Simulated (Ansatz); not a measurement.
CH₄GeO, SMILES `C[O][GeH]`. Charge 0, multiplicity 1.

Z-matrix (Å, degrees):
```
C
O 1 1.406
H 1 1.096 2 111.7
H 1 1.094 2 109.5 3 120.8
H 1 1.094 2 109.4 3 -120.8
Ge 2 1.774 1 127.8 3 -0.2
H 6 1.619 2 95.3 1 0.0
```

Problem. List the harmonic frequencies (cm⁻¹, unscaled) at PBE0-D4/def2-TZVP in Ansatz. (Best estimate.)

Solution. Ansatz gave: 134, 289, 334, 613, 795, 1123, 1174, 1190, 1464, 1486, 1492, 1821, 3011, 3087, 3095.

Problem. Is this a minimum?

Solution. Yes, all 15 modes are real.

Problem. Give the ideal-gas thermochemistry at 298.15 K and 1 bar (rigid rotor, harmonic oscillator; point group Cs, symmetry number 1).

Solution. Zero-point energy 126.3 kJ/mol; H(298) − E = 140.9 kJ/mol; entropy 292.9 J/(mol·K), of which translation 166.9, rotation 99.1, vibration 26.9; G(298) − E = 53.5 kJ/mol.

Problem. Rotational constants (cm⁻¹)?

Solution. 1.496, 0.1325, 0.1245.
